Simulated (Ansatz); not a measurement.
Abridged output of a molecular run in Ansatz:

```
Functional definition: HF
1744 factors; integrals over basis functions are off by at most 1.3e-3 eV
mean field evaluation 1: about -63862.1389 eV, gradient 4.6e1 eV
mean field evaluation 2: about -63862.3196 eV, gradient 4.5e1 eV
mean field evaluation 4: about -63867.3935 eV, gradient 4.7e0 eV
mean field evaluation 8: about -63867.4817 eV, gradient 3.4e-1 eV
mean field evaluation 16: about -63867.4825 eV, gradient 1.7e-6 eV
mean field -63867.48247201 eV, -2347.0866899119 hartree, gradient 1.7e-6 eV, S^2 0.000000; 0 other end points of the search recorded, 0 dependent functions left out
17 core orbitals not correlated: weight in the atoms' cores, before any rotation towards them, 1.000 or more for the frozen orbitals, at most 0.000 for the correlated occupied ones
reference -63867.48247201 eV, -2347.0866899119 hartree; 19, 19 occupied and 259, 259 virtual orbitals, 1744 factors
second order -24.41281010 eV of doubles, -0.00000000 eV of singles
cycle   1  -24.71101295 eV  change   -3.0e-1 eV  update   1.2e-1
cycle   2  -25.48252269 eV  change   -7.7e-1 eV  update   3.9e-2
cycle   3  -25.63387178 eV  change   -1.5e-1 eV  update   2.1e-2
cycle   4  -25.62285369 eV  change    1.1e-2 eV  update   5.9e-3
cycle   5  -25.62232121 eV  change    5.3e-4 eV  update   3.4e-3
cycle   6  -25.62295581 eV  change   -6.3e-4 eV  update   1.1e-3
cycle   7  -25.62271112 eV  change    2.4e-4 eV  update   5.8e-4
cycle   8  -25.62266079 eV  change    5.0e-5 eV  update   2.0e-4
cycle   9  -25.62269804 eV  change   -3.7e-5 eV  update   6.8e-5
cycle  10  -25.62269715 eV  change    8.9e-7 eV  update   2.4e-5
perturbative correction -1.09421227 eV, -0.0402115593 hartree
Total energy: -63894.19938144 eV, -2348.0685182239 hartree
```

Its atoms:

```xyz
13

C     1.434   -1.985   -0.007
C     0.177   -1.712    0.339
Ga   -0.565    0.085    0.176
N    -2.281    0.333    0.725
Si    0.627    1.979   -0.704
H     1.862   -2.982    0.079
H     2.104   -1.222   -0.397
H    -0.429   -2.533    0.722
H    -2.867   -0.394    1.101
H    -2.761    1.216    0.692
H     1.952    2.149   -0.042
H    -0.135    3.246   -0.518
H     0.884    1.820   -2.164
```

Q: Which basis set was used?
A. def2-TZVPP
B. def2-QZVPP
C. def2-SVPD
D. def2-SVP

A: A. It gives 295 functions.

Q: Write the keys of the input that set method, charge and spin (a neutral closed shell needs none for the last two).

A: 
```yaml
correlation: {method: ccsd_t}
```
